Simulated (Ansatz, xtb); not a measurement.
**Relative energy of two isomers of AlF2HNSi**

Structure X is `[F][Al]([F])[N]=[SiH]`, a doublet and structure Y is `[F][Al][NH][Si]F`, a doublet. Both are isolated molecules in the gas phase, relaxed with B3LYP-D3(BJ)/def2-SVP; the shapes shown needn't be the lowest conformers.

X (Å):

```xyz
6

Al    0.1146   -2.2657    1.7459
F     1.2943   -3.4236    1.6359
F    -0.4689   -1.6834    0.3089
N    -0.4525   -1.6593    3.2949
Si   -1.3117   -1.5073    4.6366
H    -0.8897   -0.3686    5.5675
```

Y (Å):

```xyz
6

Al   -1.8491   -2.1604    2.2791
F    -1.9577   -3.3831    1.1447
F     1.8961   -0.7257    4.0217
N    -0.1773   -1.7376    2.8554
Si    0.2586   -0.5265    4.0198
H     0.5964   -2.2766    2.4466
```

Energies in hartree; the thermal terms are from B3LYP-D3(BJ)/def2-SVP harmonic frequencies (ideal gas, rigid rotor, one conformer each, 298.15 K, 1 atm) and include the zero-point energy:

|  | X | Y |
| --- | --- | --- |
| E, CCSD(T)/def2-SVP | −785.220455 | −785.222704 |
| E, MP2/def2-SVP | −785.184296 | −785.185683 |
| E, MP2/def2-TZVPP | −785.903277 | −785.907199 |
| zero-point energy | 0.016612 | 0.020793 |
| H(298 K) − E | 0.024488 | 0.028295 |
| G(298 K) − E | −0.016529 | −0.011738 |

Q: Correct the CCSD(T) difference for the basis set by the MP2 change, then work out ΔE, ΔE₀, ΔH and ΔG for X → Y in kcal/mol (1 Eh = 627.51 kcal/mol) and the equilibrium ratio [Y]/[X].

A: 1. Differences Y − X: CCSD(T) −0.002249, MP2 in the small set −0.001387, MP2 in the large set −0.003922 Eh.
2. ΔE = −0.002249 + (−0.003922 − (−0.001387)) = −0.004784 Eh = −3.00 kcal/mol.
3. ΔE₀ = ΔE + ΔZPE = −0.004784 + (+0.004181) Eh = −0.38 kcal/mol.
4. ΔH = ΔE + (+0.003807) Eh = −0.61 kcal/mol.
5. ΔG = ΔE + (+0.004791) Eh = 0.00 kcal/mol, so ΔS = (ΔH − ΔG)/T = −8.7 J/(mol K).
6. kT = 0.9442 mEh, so K = [Y]/[X] = exp(−ΔG/kT) = exp(−0.01) ≈ 0.99.

The two are too close for this level to say which is favoured. An error of 1 kcal/mol in ΔG would change K by a factor of 5.4. Mirror images and further conformers aren't counted.

As drawn, Y has 1 N–Si, 1 F–Si, 1 N–H in place of 1 Al–F, 1 N=Si, 1 Si–H.

Other levels gave ΔE = −2.7 (B3LYP-D3(BJ)/def2-SVP); −7.7 (HF/def2-SVP); −0.9 (MP2/def2-SVP); −1.4 (CCSD(T)/def2-SVP) kcal/mol. Open shells are spin-unrestricted. The correlated steps freeze 13 core orbitals. Programs: Ansatz 0.2.0.
